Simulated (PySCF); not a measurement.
PySCF input for Si(SH)4 (H4S4Si), SMILES S[Si](S)(S)S, TDA-ωB97X/def2-SVPD. The structure is a stationary point at r2SCAN-D4/def2-SVP. One conformer was computed; it need not be the lowest.

```python
import numpy as np
from pyscf import gto, scf, dft, tdscf

mol = gto.M(
    atom='''
    S     1.12794070   -1.44108271   -1.11487700
    Si   -0.00000000    0.00000000    0.00000000
    S    -1.44108273   -1.12794068    1.11487700
    S     1.44108269    1.12794069    1.11487703
    S    -1.12794066    1.44108271   -1.11487703
    H     0.03568365   -2.12106187   -1.53693164
    H    -2.12106188   -0.03568362    1.53693161
    H     2.12106184    0.03568363    1.53693168
    H    -0.03568361    2.12106186   -1.53693164
    ''',
    basis='def2-SVPD',
    charge=0,
    spin=0,
    symmetry=True,
    max_memory=1600,
    verbose=4,
)
mf = dft.RKS(mol, xc='wb97x').density_fit(auxbasis='def2-universal-jkfit')
mf.grids.level = 3
mf.conv_tol = 1e-9
mf.max_cycle = 100
mf.kernel()
mf.grids = dft.Grids(mol).set(level=1).build(with_non0tab=True)  # coarser grid for the response kernel
td = tdscf.TDA(mf)
td.singlet = True
td.nstates = 10
td.conv_tol = 1e-4
td.positive_eig_threshold = 1e-6
td.kernel(x0=td.get_init_guess(mf, 15))
td.analyze()
tt = tdscf.TDA(mf)
tt.singlet = False
tt.nstates = 4
tt.conv_tol = 1e-4
tt.positive_eig_threshold = 1e-6
tt.kernel(x0=tt.get_init_guess(mf, 9))
tt.analyze(verbose=3)
```

Log of the run:

```
PySCF version 2.14.0

[INPUT] verbose = 4
[INPUT] num. atoms = 9
[INPUT] num. electrons = 82
[INPUT] charge = 0
[INPUT] spin (= nelec alpha-beta = 2S) = 0
[INPUT] symmetry True subgroup None
[INPUT] Mole.unit = angstrom
[INPUT] Symbol           X                Y                Z      unit          X                Y                Z       unit  Magmom
[INPUT]  1 S      1.127940700000  -1.441082710000  -1.114877000000 AA    2.131499007750  -2.723251644746  -2.106812192577 Bohr   0.0
[INPUT]  2 Si     0.000000000000   0.000000000000   0.000000000000 AA    0.000000000000   0.000000000000   0.000000000000 Bohr   0.0
[INPUT]  3 S     -1.441082730000  -1.127940680000   1.114877000000 AA   -2.723251682541  -2.131498969956   2.106812192577 Bohr   0.0
[INPUT]  4 S      1.441082690000   1.127940690000   1.114877030000 AA    2.723251606951   2.131498988853   2.106812249269 Bohr   0.0
[INPUT]  5 S     -1.127940660000   1.441082710000  -1.114877030000 AA   -2.131498932161   2.723251644746  -2.106812249269 Bohr   0.0
[INPUT]  6 H      0.035683650000  -2.121061870000  -1.536931640000 AA    0.067432325625  -4.008226027558  -2.904379871779 Bohr   0.0
[INPUT]  7 H     -2.121061880000  -0.035683620000   1.536931610000 AA   -4.008226046455  -0.067432268933   2.904379815087 Bohr   0.0
[INPUT]  8 H      2.121061840000   0.035683630000   1.536931680000 AA    4.008225970866   0.067432287830   2.904379947368 Bohr   0.0
[INPUT]  9 H     -0.035683610000   2.121061860000  -1.536931640000 AA   -0.067432250036   4.008226008661  -2.904379871779 Bohr   0.0

nuclear repulsion = 518.223906680317
point group symmetry = S4, use subgroup C2
symmetry origin: [-1.30315812e-17  3.68727046e-09  2.30454409e-10]
symmetry axis x: [ 9.20257591e-01 -3.91313130e-01 -6.58649846e-09]
symmetry axis y: [ 3.91313130e-01  9.20257591e-01 -3.48699252e-10]
symmetry axis z: [ 6.19772579e-09 -2.25649019e-09  1.00000000e+00]
num. orbitals of irrep A = 84
num. orbitals of irrep B = 80
number of shells = 70
number of NR pGTOs = 262
number of NR cGTOs = 164
basis = def2-SVPD
ecp = {}


[settings echo left out]
init E= -1884.4962377168
HOMO (B) = -0.325060699839958  LUMO (A) = -0.0210864213463759  gap/eV = 8.27156
cycle= 1 E= -1884.14019626544  delta_E= 0.356  |g|= 0.451  |ddm|= 3.56
HOMO (B) = -0.371764589507953  LUMO (A) = 0.0206958470228087  gap/eV = 10.67939
cycle= 2 E= -1884.18260492368  delta_E= -0.0424  |g|= 0.34  |ddm|= 1.88
HOMO (B) = -0.365840989495795  LUMO (A) = 0.0480097137373128  gap/eV = 11.26145
cycle= 3 E= -1884.2168968953  delta_E= -0.0343  |g|= 0.0459  |ddm|= 0.914
HOMO (B) = -0.370412404662873  LUMO (A) = 0.0456762275194942  gap/eV = 11.32235
cycle= 4 E= -1884.21771731295  delta_E= -0.00082  |g|= 0.0133  |ddm|= 0.112
HOMO (B) = -0.368432015165979  LUMO (A) = 0.0482775820308317  gap/eV = 11.33925
cycle= 5 E= -1884.21781685471  delta_E= -9.95e-05  |g|= 0.00282  |ddm|= 0.0386
HOMO (B) = -0.368936097827558  LUMO (A) = 0.0479881290961894  gap/eV = 11.34509
cycle= 6 E= -1884.21782194903  delta_E= -5.09e-06  |g|= 0.000569  |ddm|= 0.00967
HOMO (B) = -0.368859302052914  LUMO (A) = 0.048034141533793  gap/eV = 11.34425
cycle= 7 E= -1884.21782220986  delta_E= -2.61e-07  |g|= 0.000137  |ddm|= 0.00211
HOMO (B) = -0.368882470253277  LUMO (A) = 0.04802339037759  gap/eV = 11.34459
cycle= 8 E= -1884.21782222615  delta_E= -1.63e-08  |g|= 1.71e-05  |ddm|= 0.000575
HOMO (B) = -0.368881196545204  LUMO (A) = 0.0480252205804939  gap/eV = 11.34460
cycle= 9 E= -1884.21782222646  delta_E= -3.04e-10  |g|= 3.66e-06  |ddm|= 0.000107
HOMO (B) = -0.368881861861955  LUMO (A) = 0.0480246673485469  gap/eV = 11.34460
Extra cycle  E= -1884.21782222647  delta_E= -1e-11  |g|= 1.64e-06  |ddm|= 1.51e-05
converged SCF energy = -1884.21782222647
tot grids = 41568
Overwritten attributes  positive_eig_threshold  of <class 'pyscf.tdscf.rks.TDA'>


******** <class 'pyscf.tdscf.rks.TDA'> for <class 'pyscf.df.df_jk.DFSymAdaptedRKS'> ********
nstates = 10 singlet
deg_eia_thresh = 1.000e-03
wfnsym = None
conv_tol = 0.0001
eigh lindep = 1e-12
eigh level_shift = 0
eigh max_cycle = 100


Excitation energies (eV)
[6.04431018 6.04431021 6.29365924 6.31653415 6.83363692 6.83363693
 6.98603016 7.05350329 7.37327446 7.38288257]

** Singlet excitation energies and oscillator strengths **
Excited State   1:    B      6.04431 eV    205.13 nm  f=0.0068
      38 -> 45       -0.11094
      38 -> 48        0.12186
      39 -> 48       -0.11019
      40 -> 42        0.43914
      40 -> 46        0.19379
      40 -> 47        0.11408
      41 -> 42       -0.35123
      41 -> 46       -0.10535
Excited State   2:    B      6.04431 eV    205.13 nm  f=0.0068
      38 -> 44        0.11094
      38 -> 49       -0.12187
      39 -> 49       -0.11019
      40 -> 42       -0.35123
      40 -> 46        0.10535
      41 -> 42       -0.43914
      41 -> 46        0.19379
      41 -> 47        0.11408
Excited State   3:    A      6.29366 eV    197.00 nm  f=0.0000
      38 -> 42        0.45913
      39 -> 46       -0.19816
      39 -> 47       -0.11254
      40 -> 44       -0.22550
      40 -> 48        0.11179
      40 -> 49        0.13941
      41 -> 45        0.22550
      41 -> 48       -0.13942
      41 -> 49        0.11179
Excited State   4:    A      6.31653 eV    196.29 nm  f=0.0049
      35 -> 42       -0.10192
      38 -> 46        0.21153
      38 -> 47        0.12260
      39 -> 42       -0.45443
      40 -> 45       -0.20774
      40 -> 48        0.15913
      41 -> 44        0.20774
      41 -> 49       -0.15913
Excited State   5:    B      6.83364 eV    181.43 nm  f=0.0462
      38 -> 44       -0.20522
      39 -> 44        0.16352
      39 -> 45       -0.12814
      40 -> 43        0.39797
      40 -> 47        0.16564
      41 -> 43       -0.39351
Excited State   6:    B      6.83364 eV    181.43 nm  f=0.0462
      38 -> 45       -0.20522
      39 -> 44       -0.12814
      39 -> 45       -0.16352
      40 -> 43       -0.39351
      41 -> 43       -0.39797
      41 -> 47        0.16564
Excited State   7:    A      6.98603 eV    177.47 nm  f=0.0000
      38 -> 42        0.18148
      38 -> 43       -0.36593
      39 -> 47        0.11804
      40 -> 44        0.18858
      40 -> 45       -0.30952
      41 -> 44       -0.30952
      41 -> 45       -0.18858
Excited State   8:    A      7.05350 eV    175.78 nm  f=0.0686
      38 -> 46        0.10204
      38 -> 47       -0.16058
      39 -> 42       -0.28427
      39 -> 43        0.30633
      40 -> 44        0.30936
      40 -> 45        0.13191
      41 -> 44       -0.13191
      41 -> 45        0.30936
Excited State   9:    A      7.37327 eV    168.15 nm  f=0.0806
      35 -> 42        0.12396
      39 -> 42       -0.27979
      39 -> 43       -0.20565
      40 -> 44       -0.18448
      40 -> 45        0.26212
      40 -> 48       -0.19649
      40 -> 55        0.10204
      41 -> 44       -0.26212
      41 -> 45       -0.18448
      41 -> 49        0.19649
      41 -> 56        0.10204
Excited State  10:    B      7.38288 eV    167.93 nm  f=0.0383
      38 -> 45       -0.13643
      39 -> 45       -0.14691
      40 -> 42        0.18488
      40 -> 46        0.23497
      41 -> 42        0.22758
      41 -> 46        0.46440
      41 -> 57        0.10873

** Transition electric dipole moments (AU) **
state          X           Y           Z        Dip. S.      Osc.
  1         0.1947      0.0887      0.0000      0.0458      0.0068
  2        -0.0887      0.1947      0.0000      0.0458      0.0068
  3         0.0000     -0.0000     -0.0000      0.0000      0.0000
  4         0.0000      0.0000     -0.1777      0.0316      0.0049
  5        -0.4883     -0.1936      0.0000      0.2759      0.0462
  6         0.1936     -0.4882      0.0000      0.2759      0.0462
  7        -0.0000      0.0000     -0.0000      0.0000      0.0000
  8        -0.0000     -0.0000     -0.6302      0.3971      0.0686
  9        -0.0000      0.0000      0.6680      0.4462      0.0806
 10        -0.2181      0.4052      0.0000      0.2118      0.0383

** Transition velocity dipole moments (imaginary part, AU) **
state          X           Y           Z        Dip. S.      Osc.
  1         0.0270      0.0032     -0.0000      0.0007      0.0022
  2        -0.0032      0.0270      0.0000      0.0007      0.0022
  3        -0.0000     -0.0000     -0.0000      0.0000      0.0000
  4         0.0000     -0.0000     -0.0033      0.0000      0.0000
  5        -0.1376     -0.0424      0.0000      0.0207      0.0550
  6         0.0424     -0.1376     -0.0000      0.0207      0.0550
  7        -0.0000     -0.0000     -0.0000      0.0000      0.0000
  8        -0.0000     -0.0000     -0.2111      0.0446      0.1147
  9        -0.0000      0.0000      0.1632      0.0266      0.0655
 10        -0.0408      0.0833     -0.0000      0.0086      0.0211

** Transition magnetic dipole moments (imaginary part, AU) **
state          X           Y           Z
  1         0.1081      0.6818      0.0000
  2         0.6818     -0.1081     -0.0000
  3        -0.0000     -0.0000      0.1065
  4        -0.0000     -0.0000     -0.0000
  5        -0.2129      1.3357     -0.0000
  6         1.3357      0.2129     -0.0000
  7        -0.0000      0.0000      0.4699
  8        -0.0000      0.0000     -0.0000
  9        -0.0000     -0.0000      0.0000
 10        -0.5313     -0.2060      0.0000


******** <class 'pyscf.tdscf.rks.TDA'> for <class 'pyscf.df.df_jk.DFSymAdaptedRKS'> ********
nstates = 4 triplet
deg_eia_thresh = 1.000e-03
wfnsym = None
conv_tol = 0.0001
eigh lindep = 1e-12
eigh level_shift = 0
eigh max_cycle = 100


Excitation energies (eV)
[5.64976507 5.64976511 5.91413284 5.94409335]

** Triplet excitation energies and oscillator strengths **
Excited State   1:    B      5.64977 eV    219.45 nm  f=0.0000
Excited State   2:    B      5.64977 eV    219.45 nm  f=0.0000
Excited State   3:    A      5.91413 eV    209.64 nm  f=0.0000
Excited State   4:    A      5.94409 eV    208.58 nm  f=0.0000
```

The run converged.

Cost: about 8 core-minutes (a rough figure).
